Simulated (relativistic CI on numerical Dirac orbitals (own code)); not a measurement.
# Ligand-field terms of d2

Computed with a parametric ligand-field model of a d^n configuration (Racah B and C, spin-orbit zeta, crystal field), exact diagonalisation.

Field parameters in Wybourne normalisation: Oh B⁴₀ = 21Dq, B⁴₄ = √(5/14) B⁴₀; Td as Oh with Dq negative (B⁴₀ = 21Dq, B⁴₄ = √(5/14) B⁴₀). The field is a parameter set, without covalency.

Problem. A d2 ion in Oh symmetry has the ground term 3T1 and bands at 1T2 7224 cm⁻¹ (1384 nm), 1E 7298 cm⁻¹ (1370 nm), 1A1 16466 cm⁻¹ (607 nm), 3T2 18731 cm⁻¹ (534 nm), 3T1 24962 cm⁻¹ (401 nm), 3A2 38581 cm⁻¹ (259 nm). Which parameters reproduce them?

Solution. B = 490, C = 2040, ζ = 0 cm⁻¹, Oh, 10Dq = 19850 cm⁻¹.

Problem. Ground term and bands for B = 450, C = 1870, ζ = 0 cm⁻¹, Oh, 10Dq = 30200 cm⁻¹?

Solution. Ground term 3T1 with 0.01 electrons in the two orbitals of the cubic e set. Spin-allowed: 3T2 29062 cm⁻¹ (344 nm), 3T1 34673 cm⁻¹ (288 nm), 3A2 59262 cm⁻¹ (169 nm). Lowest spin-forbidden: 1T2 6570 cm⁻¹ (1522 nm), 1E 6611 cm⁻¹ (1513 nm), 1A1 15523 cm⁻¹ (644 nm).

Problem. A d2 ion in Oh symmetry has the ground term 3T1 and bands at 3T2 4613 cm⁻¹ (2168 nm), 3A2 9963 cm⁻¹ (1004 nm), 1T2 11401 cm⁻¹ (877 nm), 1E 11857 cm⁻¹ (843 nm), 3T1 14076 cm⁻¹ (710 nm), 1T2 18035 cm⁻¹ (554 nm). Which parameters reproduce them?

Solution. B = 680, C = 3500, ζ = 0 cm⁻¹, Oh, 10Dq = 5350 cm⁻¹.

Problem. Ground term and bands for B = 1010, C = 4670, ζ = 0 cm⁻¹, Oh, 10Dq = 21800 cm⁻¹?

Solution. Ground term 3T1 with 0.03 electrons in the two orbitals of the cubic e set. Spin-allowed: 3T2 19916 cm⁻¹ (502 nm), 3T1 33183 cm⁻¹ (301 nm), 3A2 41716 cm⁻¹ (240 nm). Lowest spin-forbidden: 1T2 15973 cm⁻¹ (626 nm), 1E 16261 cm⁻¹ (615 nm), 1A1 33421 cm⁻¹ (299 nm).

Problem. Ground term and bands for B = 780, C = 3230, ζ = 0 cm⁻¹, Td, 10Dq = -7150 cm⁻¹?

Solution. Ground term 3A2 with 2.00 electrons in the two orbitals of the cubic e set. Spin-allowed: 3T2 7150 cm⁻¹ (1399 nm), 3T1 11895 cm⁻¹ (841 nm), 3T1 21255 cm⁻¹ (470 nm). Lowest spin-forbidden: 1E 12230 cm⁻¹ (818 nm), 1T2 19017 cm⁻¹ (526 nm), 1A1 19820 cm⁻¹ (505 nm). With an A2 ground term the first spin-allowed band lies at |10Dq| itself.
